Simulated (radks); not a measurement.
Q: Valence configurations of Eu II (all share [Xe]). Calculated with a radial shooting solver on a logarithmic mesh with Libxc functionals: scalar-relativistic Kohn-Sham, r2SCAN, spin-polarised, spherical densities, finite nucleus; open shells are filled with parallel spins first (spin-orbit coupling, left out, can overturn this in heavy ions); meta-GGA in the generalised Kohn-Sham scheme; Fermi nuclear charge, rms radius 5.1115 fm. Order these by energy: 4f6 6s1 6p1; 4f6 6s2; 4f4 6s2 6p2; 4f7 5d1; 4f6 5d1 6s1; 4f8; 4f7 6s1; 4f6 5d1 6p1; 4f5 5d2 6s1; 4f7 6p1.

A: From the lowest, in eV above it: 4f7 6s1 0.000; 4f7 5d1 1.573; 4f7 6p1 3.281; 4f6 5d1 6s1 5.289; 4f8 5.968; 4f6 6s2 6.248; 4f6 6s1 6p1 8.644; 4f6 5d1 6p1 8.990; 4f5 5d2 6s1 15.280; 4f4 6s2 6p2 50.068. NIST lists [Xe] 4f7 6s1 as the ground configuration; this level of theory agrees among the configurations tried. The energies are those of spherical high-spin densities, not of single terms.
